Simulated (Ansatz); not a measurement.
Total energies of the cluster Sb4⁻ (the lowest doublet isomer of a short search) from Ansatz at r2SCAN-D4/def2-TZVPD, gas phase (1 Eh = 27.2114 eV = 2625.5 kJ/mol). The reference geometry is relaxed at PBE0-D4/def2-SVPD.

| atom | x (Å) | y (Å) | z (Å) |
| --- | --- | --- | --- |
| Sb1 | 0.892 | 1.390 | -0.066 |
| Sb2 | 1.321 | -1.410 | -0.217 |
| Sb3 | -1.163 | 0.267 | 1.535 |
| Sb4 | -1.050 | -0.248 | -1.253 |

```
            state                      geometry  energy (Eh)
charge -1 doublet                     reference   -961.59150
 charge 0 singlet                     reference   -961.53378
charge -1 quartet  relaxed at PBE0-D4/def2-SVPD   -961.56775
```

In the def2 sets Sb takes a core potential; there is no spin–orbit coupling.

Problem. Work out the vertical ionisation energy to the singlet.

Solution. E(charge 0 singlet) − E(charge -1 doublet) = -961.53378 − (-961.59150) = 0.05772 Eh = 1.57 eV. For comparison, −ε of the highest occupied level of the spin that leaves is -0.42 eV at this level, 1.99 eV less.

Problem. Which of the charge -1 states is lowest, and how far above it are the others?

Solution. The doublet. quartet: -961.56775 − (-961.59150) = 0.02375 Eh = 62.4 kJ/mol. The quartet differs in its bonds from the reference.

At r2SCAN-D4/def2-TZVPD the highest occupied level of the charge -1 doublet lies above zero (up to 0.42 eV). By energy differences its removal costs 1.57 eV (vertical, to the charge 0 singlet, at r2SCAN-D4/def2-TZVPD); a positive level beside a positive removal energy at the same level points to self-interaction error. The restricted singlet is unstable towards broken spin symmetry in Hartree–Fock (as tested in another run); at r2SCAN-D4/def2-TZVPD this wasn't settled. 

The structure comes from a short search, and lower isomers may exist.
